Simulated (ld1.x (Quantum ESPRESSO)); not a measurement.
**Before and after: TM potential for I (Z = 53)**

- Element: I
- Generator: ld1.x (Quantum ESPRESSO) 7.5
- Type: norm-conserving Troullier–Martins (Kleinman–Bylander form)
- Functional: PBE
- Relativity: fully relativistic
- Frozen core: [Kr] 4d10
- Valence charge: 7
- Reference configuration: 5s1.5 5p5.5
- Partial waves: 5p (bound): rc 1.70 bohr; 5s (bound): rc 1.75 bohr
- Local potential: the s channel
- Core correction: Bessel-smoothed model core inside 1.40 bohr

Open shells are filled in proportion to 2j + 1 (rel_dist='average').

All-electron outer shells of the reference configuration (PBE, scalar-relativistic, ld1.x):

```json
{"shell": "4p", "level (eV)": "-128.26", "outermost node (bohr)": "0.37", "outermost maximum (bohr)": "0.72"}
{"shell": "4d", "level (eV)": "-50.94", "outermost node (bohr)": "0.35", "outermost maximum (bohr)": "0.78"}
{"shell": "5s", "level (eV)": "-17.77", "outermost node (bohr)": "0.88", "outermost maximum (bohr)": "1.70"}
{"shell": "5p", "level (eV)": "-7.36", "outermost node (bohr)": "0.96", "outermost maximum (bohr)": "2.02"}
```

Change: wave 5s (bound): rc 1.75 bohr becomes 5s (bound): rc 2.66 bohr.

Cutoffs: the cutoffs (Ry, on a coarse ladder) from which the occupation-weighted sum of valence levels, in a spherical-Bessel basis at the reference potential, stays within 10 and 1 mRy of its value at 400 Ry; they do not see the model core or the augmentation charge, which bear on the density cutoff. Errors are all-electron minus pseudo energies relative to the spin-unpolarised reference configuration.

Q: What does the change do?

A: The potential gets neither clearly harder nor softer (40 Ry and 70 Ry → 35 Ry and 70 Ry); the p channel sets the loose cutoff, while the largest relative change is in s, which becomes softer; of the 7 tests that both files solve, the error grows in 7 and shrinks in 0 by more than 15 % and 0.3 meV (median size 1.5 → 11.3 meV); neither file shows a bound ghost. More of the atom is replaced by a form fitted at one configuration, so other configurations suffer.

```tsv
quantity	base	changed
cutoff, loose	40 Ry	35 Ry
cutoff, tight	70 Ry	70 Ry
loose cutoff by channel (10 mRy a level)	p 25 Ry, s 25 Ry	p 25 Ry, s 10 Ry
bound ghosts	none	none
error for 5s2 5p5, meV [ΔE -5.16 eV]	-1.3	-11
error for 5s2 5p4, meV [ΔE 6.00 eV]	-0.2	-7.3
error for 5s2 5p3, meV [ΔE 25.87 eV]	-2.5	+13
error for 5s2 5p2, meV [ΔE 55.23 eV]	-24	+54
error for 5s2 5p5.3, meV [ΔE -6.95 eV]	-1.5	-11
error for 5s2 5p4.5, meV [ΔE -0.62 eV]	-0.9	-11
error for 5s2 5p1, meV [ΔE 94.70 eV]	-97	+115
```
